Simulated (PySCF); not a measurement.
# Simulated characterisation data

[PySCF 2.14: shieldings: GIAO PBE0/pcSseg-1; structure optimised with GFN2-xTB; J couplings at B3LYP/pcJ-1 (spin–dipole term left out of most H,H and C,H couplings); single conformer; averaged over atoms made equivalent by symmetry, fast rotation or ring inversion; relativity neglected; in vacuum]

Chemical shifts δ = σref − σ; $^{1}$H (σref 31.72), $^{13}$C (σref 186.93) against TMS, all at this level. Multiplet labels drop J under 1 Hz and among equivalent protons, and merge close values. Unscaled 3J(H,H) run several per cent high. Splittings of carbon signals by F and P are missing where no couplings were computed. Where no couplings were computed, multiplicities follow the n + 1 count of equivalent neighbours, and m marks all less simple cases (inequivalent or close neighbours, rings, F or P nearby). Vicinal couplings that depend on rotamer populations or ring flexing (ring, CH–CH, X–H and H–F types) are those of the one conformer. One-bond C–F couplings are unscaled and too large by tens of Hz. Shifts are as computed. Against solution values, carbons near 30 ppm lie about +3 ppm off and those near 130 ppm about +5 ppm; carbons on Cl a further +6 ppm. Of 1211 compounds with measured shifts, 218 miss one by over three times the rms of a fit or turn the order of signals round; such compounds aren't used in these exercises. Carbons bonded to Cl come out too deshielded. OH and NH positions are gas-phase values without hydrogen bonding to other molecules.

**1.** `InChI=1S/CH11ClN2Si4/c2-6-4-5-1-3-7-8-4/h3H,1,5-8H2`. $^{1}$H NMR (600 MHz, computed): δ 5.38 (s, 2H), 5.13 (m, 2H), 4.99 (m, 2H), 4.89 (m, 2H), 2.75 (m, 2H), 0.12 (br s, 1H). $^{13}$C{$^{1}$H} NMR (computed): δ 34.2.

**2.** SMILES FC(F)C1(F)CCC1, C5H7F3. $^{1}$H NMR (600 MHz, computed): δ 6.16 (td, J = 62.8, 7.6 Hz, 1H), 2.63 (m, 2H), 2.47 (m, 2H), 1.91 (qt, J = 12.5, 4.0 Hz, 1H), 1.69 (m, 1H). $^{13}$C{$^{1}$H} NMR (computed): δ 121.7 (td, J = 302.9, 40.9 Hz), 96.4 (dt, J = 269.7, 24.9 Hz), 30.2 (dt, J = 21.7, 3.7 Hz), 11.7 (d, J = 11.1 Hz).

**3.** isopropyl methacrylate (C=C(C)C(=O)OC(C)C, C7H12O2). $^{1}$H NMR (600 MHz, computed): δ 6.78 (br s, 1H), 5.93 (br s, 1H), 5.86 (sept, 1H), 2.05 (s, 3H), 1.27 (d, 6H). $^{13}$C{$^{1}$H} NMR (computed): δ 171.1, 144.5, 135.6, 66.8, 24.5, 21.6.

**4.** `CC(=O)c1oc(C)pc1Cl`, C6H6ClO2P. $^{1}$H NMR (600 MHz, computed): δ 2.79 (m, 3H), 2.52 (s, 3H). $^{13}$C{$^{1}$H} NMR (computed): δ 206.8, 187.9, 162.9, 158.9, 30.6, 22.3.
